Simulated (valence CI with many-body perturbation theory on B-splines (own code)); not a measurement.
**E1 line list for Yb57+**

Level of theory: configuration interaction combined with many-body perturbation theory (CI+MBPT): three valence electrons over a frozen Dirac-Fock core [Ne], a basis of 11 s, 11 p, 9 d, 7 f, 5 g, 2 h, 1 i functions for each j, with the one-electron correlation potential Σ1, the two-electron term Σ2, the three-electron term Σ3, Breit, model QED; selected CI, second order for the rest (own B-spline code, finite nucleus).

The last digits are not significant, and no measured levels were compared; by estimate large intervals hold to a few tenths of a per cent, small ones and those within an open d or f shell to about a per cent.

Lines 151 to 200 of 256 in falling wavelength, among levels below 89.518 Ry, chosen from the strongest by gf and those to the six lowest levels. Wavelengths and rates use the calculated energies. Electric multipoles are in the length gauge, E1 and E2 with the static RPA response of the core. Weak lines are less certain than strong ones. Lines between different terms over intervals too small for the method are left out, as are lines whose strength nearly cancels. The highest levels of a list are the least certain.

Levels are named by their leading jj configuration (3d3/2^4 stands for four electrons in 3d with j = 3/2), which in mixed levels can hold well under half, so a name can repeat and another be missing. Letters in brackets count levels of one name in rising energy.

| λ vac (nm) | Upper | Lower | A (s⁻¹) | S (a.u.) with core polarisation | S without |
| --- | --- | --- | --- | --- | --- |
| 2.666 | (3p1/2 3p3/2^2) J=3/2 | (3s 3p1/2 3p3/2) J=3/2 [a] | 8.53e+11 | 3.19e-02 | 3.24e-02 |
| 2.656 | (3s 3d3/2 3d5/2) J=7/2 [a] | (3s 3p1/2 3d5/2) J=5/2 [b] | 1.34e+11 | 9.94e-03 | 1.01e-02 |
| 2.655 | (3s 3d3/2^2) J=3/2 | (3s 3p1/2 3d3/2) J=1/2 | 1.17e+12 | 4.34e-02 | 4.41e-02 |
| 2.621 | (3s 3d3/2^2) J=5/2 | (3s 3p1/2 3d3/2) J=3/2 [b] | 1.46e+12 | 7.78e-02 | 7.90e-02 |
| 2.610 | (3p1/2 3p3/2 3d3/2) J=3/2 [b] | (3s 3p1/2 3d3/2) J=3/2 [a] | 1.71e+11 | 6.01e-03 | 6.10e-03 |
| 2.610 | (3p1/2 3p3/2 3d5/2) J=3/2 [b] | (3s 3p1/2 3d5/2) J=5/2 [a] | 2.28e+11 | 8.00e-03 | 8.13e-03 |
| 2.607 | (3p3/2^3) J=3/2 | (3s 3p3/2^2) J=5/2 | 5.83e+11 | 2.04e-02 | 2.07e-02 |
| 2.605 | (3p1/2 3p3/2 3d3/2) J=5/2 [b] | (3s 3p1/2 3d3/2) J=3/2 [a] | 4.59e+11 | 2.40e-02 | 2.44e-02 |
| 2.604 | (3s 3p3/2 3d3/2) J=3/2 [a] | (3s 3p1/2 3p3/2) J=5/2 | 1.70e+11 | 5.92e-03 | 6.01e-03 |
| 2.602 | (3s 3d3/2 3d5/2) J=7/2 [a] | (3s 3p1/2 3d5/2) J=7/2 | 9.58e+11 | 6.66e-02 | 6.77e-02 |
| 2.593 | (3s 3p3/2 3d3/2) J=3/2 [b] | (3s 3p1/2 3p3/2) J=1/2 | 7.56e+11 | 2.60e-02 | 2.64e-02 |
| 2.587 | (3s 3p3/2 3d3/2) J=5/2 [a] | (3s 3p1/2 3p3/2) J=5/2 | 1.24e+12 | 6.34e-02 | 6.44e-02 |
| 2.587 | (3p1/2 3p3/2 3d3/2) J=1/2 [b] | (3s 3p1/2 3d3/2) J=3/2 [a] | 3.40e+11 | 5.81e-03 | 5.91e-03 |
| 2.582 | (3s 3d3/2 3d5/2) J=5/2 [a] | (3s 3p1/2 3d5/2) J=7/2 | 2.40e+11 | 1.22e-02 | 1.24e-02 |
| 2.580 | (3p1/2 3p3/2^2) J=1/2 | (3s 3p1/2 3p3/2) J=3/2 [a] | 1.48e+11 | 2.51e-03 | 2.55e-03 |
| 2.570 | (3s 3p3/2 3d3/2) J=7/2 | (3s 3p1/2 3p3/2) J=5/2 | 1.05e+12 | 7.06e-02 | 7.17e-02 |
| 2.568 | (3p1/2 3p3/2 3d5/2) J=5/2 [a] | (3s 3p1/2 3d3/2) J=3/2 [b] | 2.80e+11 | 1.40e-02 | 1.43e-02 |
| 2.556 | (3s 3d3/2 3d5/2) J=5/2 [b] | (3s 3p1/2 3d5/2) J=3/2 | 6.18e+11 | 3.06e-02 | 3.11e-02 |
| 2.544 | (3s 3p3/2 3d3/2) J=3/2 [b] | (3s 3p1/2 3p3/2) J=3/2 [b] | 1.14e+12 | 3.70e-02 | 3.76e-02 |
| 2.539 | (3p1/2 3p3/2 3d3/2) J=3/2 [b] | (3p1/2^2 3p3/2) J=3/2 | 1.66e+12 | 5.37e-02 | 5.46e-02 |
| 2.536 | (3s 3d3/2 3d5/2) J=3/2 [b] | (3s 3p1/2 3d5/2) J=3/2 | 1.09e+12 | 3.52e-02 | 3.57e-02 |
| 2.536 | (3s 3p1/2 3d3/2) J=1/2 | (3s 3p1/2^2) J=1/2 | 1.52e+12 | 2.44e-02 | 2.48e-02 |
| 2.535 | (3s 3d3/2 3d5/2) J=7/2 [a] | (3s 3p1/2 3d5/2) J=5/2 [a] | 3.82e+11 | 2.46e-02 | 2.50e-02 |
| 2.533 | (3p1/2 3p3/2 3d3/2) J=5/2 [b] | (3p1/2^2 3p3/2) J=3/2 | 3.95e+11 | 1.90e-02 | 1.93e-02 |
| 2.531 | (3s 3d3/2 3d5/2) J=5/2 [b] | (3s 3p1/2 3d5/2) J=5/2 [b] | 9.62e+11 | 4.62e-02 | 4.69e-02 |
| 2.530 | (3s 3d3/2 3d5/2) J=7/2 [b] | (3s 3p1/2 3d5/2) J=5/2 [b] | 9.20e+11 | 5.88e-02 | 5.97e-02 |
| 2.521 | (3s 3d3/2 3d5/2) J=9/2 | (3s 3p1/2 3d5/2) J=7/2 | 1.27e+12 | 1.00e-01 | 1.02e-01 |
| 2.521 | (3s 3d3/2^2) J=1/2 | (3s 3p1/2 3d3/2) J=3/2 [b] | 1.75e+12 | 2.76e-02 | 2.80e-02 |
| 2.516 | (3p1/2 3p3/2 3d3/2) J=1/2 [b] | (3p1/2^2 3p3/2) J=3/2 | 8.85e+11 | 1.39e-02 | 1.41e-02 |
| 2.516 | (3s 3d3/2 3d5/2) J=5/2 [a] | (3s 3p1/2 3d5/2) J=5/2 [a] | 8.64e+11 | 4.08e-02 | 4.14e-02 |
| 2.516 | (3s 3p3/2 3d3/2) J=3/2 [a] | (3s 3p1/2 3p3/2) J=3/2 [a] | 1.20e+12 | 3.76e-02 | 3.82e-02 |
| 2.511 | (3s 3d3/2 3d5/2) J=3/2 [b] | (3s 3p1/2 3d5/2) J=5/2 [b] | 4.22e+11 | 1.32e-02 | 1.34e-02 |
| 2.508 | (3s 3p1/2 3d3/2) J=3/2 [b] | (3s 3p1/2^2) J=1/2 | 2.06e+12 | 6.43e-02 | 6.53e-02 |
| 2.508 | (3s 3p3/2 3d3/2) J=1/2 [a] | (3s 3p1/2 3p3/2) J=3/2 [a] | 9.74e+11 | 1.52e-02 | 1.54e-02 |
| 2.500 | (3s 3p3/2 3d3/2) J=5/2 [a] | (3s 3p1/2 3p3/2) J=3/2 [a] | 4.58e+11 | 2.12e-02 | 2.15e-02 |
| 2.499 | (3s 3p3/2 3d3/2) J=1/2 [b] | (3s 3p1/2 3p3/2) J=1/2 | 1.41e+12 | 2.18e-02 | 2.21e-02 |
| 2.497 | (3s^2 3d3/2) J=3/2 | (3s^2 3p1/2) J=1/2 | 2.33e+12 | 7.15e-02 | 7.26e-02 |
| 2.493 | (3s 3d3/2^2) J=1/2 | (3s 3p1/2 3d3/2) J=1/2 | 1.24e+12 | 1.89e-02 | 1.92e-02 |
| 2.490 | (3s 3d3/2 3d5/2) J=3/2 [a] | (3s 3p1/2 3d5/2) J=5/2 [a] | 1.06e+12 | 3.24e-02 | 3.29e-02 |
| 2.487 | (3s 3d3/2 3d5/2) J=1/2 | (3s 3p1/2 3d5/2) J=3/2 | 1.93e+12 | 2.93e-02 | 2.98e-02 |
| 2.476 | (3s 3p3/2 3d3/2) J=5/2 [b] | (3s 3p1/2 3p3/2) J=3/2 [b] | 5.09e+11 | 2.29e-02 | 2.33e-02 |
| 2.465 | (3s 3d3/2^2) J=5/2 | (3s 3p1/2 3d3/2) J=5/2 | 9.85e+11 | 4.37e-02 | 4.44e-02 |
| 2.463 | (3s 3d3/2^2) J=3/2 | (3s 3p1/2 3d3/2) J=3/2 [a] | 1.21e+12 | 3.55e-02 | 3.61e-02 |
| 2.453 | (3s 3p3/2 3d3/2) J=1/2 [b] | (3s 3p1/2 3p3/2) J=3/2 [b] | 1.20e+10 | 1.74e-04 | 1.77e-04 |
| 2.442 | (3s 3p3/2 3d3/2) J=3/2 [b] | (3s 3p1/2 3p3/2) J=5/2 | 3.66e+08 | 1.05e-05 | 1.07e-05 |
| 2.427 | (3p1/2^2 3d3/2) J=3/2 | (3s^2 3p3/2) J=3/2 | 2.35e+09 | 6.64e-05 | 6.75e-05 |
| 2.418 | (3p1/2 3p3/2 3d5/2) J=5/2 [a] | (3s 3p1/2 3d3/2) J=5/2 | 2.35e+11 | 9.84e-03 | 1.00e-02 |
| 2.380 | (3s 3p3/2 3d3/2) J=5/2 [b] | (3s 3p1/2 3p3/2) J=5/2 | 1.09e+11 | 4.34e-03 | 4.41e-03 |
| 2.376 | (3s 3p3/2 3d5/2) J=5/2 [a] | (3s 3p1/2 3p3/2) J=3/2 [b] | 4.08e+10 | 1.62e-03 | 1.65e-03 |
| 2.365 | (3s 3p3/2 3d3/2) J=3/2 [b] | (3s 3p1/2 3p3/2) J=3/2 [a] | 1.63e+10 | 4.27e-04 | 4.33e-04 |
